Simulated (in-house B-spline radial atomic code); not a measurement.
# BP86 excitations of neutral beryllium

Method: BP86. Computed with a B-spline radial code for spherical atoms: linear response of the closed shell [He] 2s2 with the functional's adiabatic kernel; scalar-relativistic (spin-free one-electron X2C), finite nucleus, no spin-orbit coupling, no double excitations, S, P, D and F terms only.

Command:
```bash
python run_td.py task.json out
```
Settings (radii: box in bohr, nucleus in fm):
```
Z                        4
electrons                4
configuration            [He] 2s2
hamiltonian              x2c
method                   b88,p86
box_radius               75
rms_radius               2.519
intervals                79
```

Cost of the run: 0.1 s on 1 thread of AMD EPYC 9R45 96-Core Processor (Zen 5), with other jobs on the host.

The lowest states, in the order of their Tamm-Dancoff energies; the method's threshold (minus the highest occupied level) is 5.704 eV. Labels give the largest channel, * marks a mixed state, and oscillator strengths are full-response dipole values. Measured ¹D terms are left out, since they can mix with doubly excited terms. Semilocal kernels can invert the small singlet-triplet splittings of Rydberg terms. Energies in eV:

```json
{"state": "2s → 2p 3P", "full response": "?", "Tamm-Dancoff": "?", "oscillator strength": "-", "measured (J-weighted term)": "?"}
{"state": "2s → 2p 1P", "full response": "?", "Tamm-Dancoff": "?", "oscillator strength": "?", "measured (J-weighted term)": "?"}
{"state": "2s → 3s 3S", "full response": "5.528", "Tamm-Dancoff": "5.532", "oscillator strength": "-", "measured (J-weighted term)": "6.457"}
```

(1) Where does 2s → 2p 3P lie?

(2) Where does 2s → 2p 1P lie?

(3) How large is the singlet-triplet splitting of 2s → 2p (P terms) in Tamm-Dancoff?

(4) What polarisabilities and dispersion coefficient does the method give?

## Answers

(1) At 1.933 eV in full response, 2.363 eV in Tamm-Dancoff; measured 2.725 eV.

(2) At 4.883 eV in full response, 5.130 eV in Tamm-Dancoff, oscillator strength 1.32; measured 5.277 eV.

(3) 2.77 eV, from the unrounded values.

(4) Dipole 43.34 bohr³, quadrupole 362.1 bohr⁵, C6 261.4 hartree·bohr⁶ for two such species. Recommended dipole value: 37.74 ± 0.03 bohr³ (Schwerdtfeger and Nagle, table of static dipole polarizabilities (2023 update)), which includes relativity and correlation.
